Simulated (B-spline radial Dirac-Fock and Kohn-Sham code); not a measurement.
3d3/2 photoionisation of Tc³⁺ near threshold

System: Tc³⁺ in the configuration [Kr] 4d4. The computed 3d3/2 threshold is 302.4 eV; without correlation, outer thresholds are uncertain by 1 to 2 eV. With an open shell the threshold is an average over the terms of the final ion.

Calculated with a B-spline atomic structure program, using the independent-particle Dirac-Slater model, thresholds from Dirac-Fock. Interchannel coupling and autoionising resonances are not included, so magnitudes near threshold are approximate.

| kinetic energy (eV) | σ (Mb) | β |
| --- | --- | --- |
| 1.5 | 1.45 | 1.03 |
| 1.9 | 1.47 | 1.00 |
| 2.3 | 1.48 | 0.96 |
| 2.9 | 1.50 | 0.92 |
| 3.7 | 1.52 | 0.86 |
| 4.6 | 1.55 | 0.81 |
| 5.7 | 1.57 | 0.75 |
| 7.2 | 1.60 | 0.68 |
| 9.0 | 1.62 | 0.61 |
| 11.2 | 1.65 | 0.53 |
| 14.0 | 1.66 | 0.46 |
| 17.5 | 1.67 | 0.40 |
| 21.9 | 1.67 | 0.34 |
| 27.4 | 1.67 | 0.30 |
| 34.2 | 1.66 | 0.28 |
| 42.8 | 1.65 | 0.29 |
| 53.5 | 1.63 | 0.32 |
| 66.9 | 1.60 | 0.37 |
| 83.7 | 1.54 | 0.44 |
| 104.7 | 1.45 | 0.53 |
| 130.9 | 1.32 | 0.62 |
| 163.6 | 1.16 | 0.72 |
| 204.6 | 0.997 | 0.83 |
| 255.8 | 0.822 | 0.92 |
| 319.9 | 0.644 | 1.01 |
| 400.0 | 0.482 | 1.09 |

The cross section shows no minimum in this range. Its largest value, 1.67 Mb, lies 18 eV above threshold, delayed by the centrifugal barrier of the l+1 channel. β ranges from 0.28 (at 34.2 eV) to 1.09.
